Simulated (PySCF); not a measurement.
Static response to an electric field

C3H11PSi2.
SMILES with atom numbers: `[CH2:1]=[CH:2][SiH2:3][Si@H:4]([CH3:5])[PH2:6]` (hydrogens: H7, H8 on C1; H9 on C2; H10, H11 on Si3; H12 on Si4; H13, H14, H15 on C5; H16, H17 on P6)

Structure used (GFN2-xTB), in Å, numbered top down from 1:
```xyz
17
C3H11PSi2 angstrom
C      2.7420    0.2064   -0.4238
C      1.7900   -0.7124   -0.4794
Si     0.5584   -1.0683    0.9044
Si    -1.4174    0.0920    0.4207
C     -2.1659   -0.4709   -1.2429
P     -1.1639    2.3264    0.2396
H      2.9054    0.7963    0.4644
H      3.4066    0.4144   -1.2494
H      1.6747   -1.2733   -1.4006
H      1.1689   -0.6549    2.1758
H      0.3692   -2.5243    0.9623
H     -2.4615   -0.0670    1.4529
H     -1.4807   -0.2860   -2.0665
H     -3.0878    0.0615   -1.4605
H     -2.3906   -1.5330   -1.2318
H     -0.0109    2.2572   -0.5227
H     -0.4435    2.4479    1.4140
```

Level: CAM-B3LYP/def2-SVPD (PySCF), static field, nuclei fixed, core orbitals frozen in the response. The polarisability tensor in these axes (au):

```
x   129.70  -0.25   0.55
y    -0.25 128.51  -1.43
z     0.55  -1.43 104.84
```

What are the eigenvalues, a third of the trace, and Δα (Δα² = ½Σ(αi − αj)² over the three pairs)?

Principal values 104.75, 128.53 and 129.78 au; mean 121.02 au = 17.93 Å³ = 19.95 × 10⁻⁴⁰ C²·m²/J; Δα = 24.43 au (20 % of the mean).

What is the dipole moment, and where does it point?

(0.59, -0.60, -0.61) D, 1.04 D in size, pointing from the negative to the positive side. Measured along this direction, the outermost atoms are H17 at the negative end and H9 and H8 at the positive end.

Estimate the molar refractivity from the static electronic polarisability.

Lorentz–Lorenz: R = (4π/3)N_A α = 2.5225 cm³/(mol·Å³) × 17.93 Å³ = 45.2 cm³/mol, in the limit of long wavelengths.

Traceless (Buckingham) quadrupole moment about the centre of nuclear charge: eigenvalues?

-8.94, 3.62, 5.32 D·Å. The values depend on the origin, since the dipole doesn't vanish. The electronic extent ⟨r²⟩ about the same centre is 1425 bohr², a root-mean-square distance of 2.35 Å for the 72 electrons.

Orientational against electronic polarisability at 250 K (dilute gas, rigid molecules)?

In Gaussian units μ²/3kT = 10.51 Å³ against 17.93 Å³, a ratio of 0.59; the Debye molar polarisation (4π/3)N_A(α + μ²/3kT) is 71.8 cm³/mol, leaving out the vibrational part.

Form Σ f/ω² (atomic units) for the 8 lowest TDDFT singlets, given as eV and f, and set it beside the mean polarisability, which is this sum over all singlets: 6.03, 0.1061; 6.35, 0.1958; 6.61, 0.0716; 6.70, 0.0022; 6.76, 0.0093; 6.95, 0.1571; 6.97, 0.1150; 7.20, 0.1752.

They add up to 13.82 au, 11.4 % of the 121.02 au; the largest single term is 3.59 au, from the state at 6.35 eV. Terms in order: 2.16, 3.59, 1.21, 0.04, 0.15, 2.41, 1.75, 2.50 au. Higher excitations give the rest. The strengths listed sum to 0.832.

Isolated species at its GFN2-xTB geometry (one conformer only).

These values come from a run that also computed excited states. The run took 96 s of wall time (with the writing of density and orbital grids) on an Arm Neoverse N1 with one thread, shared host with 64 logical CPUs at a one-minute load of 53, and the process peaked at 1.0 GiB of memory.
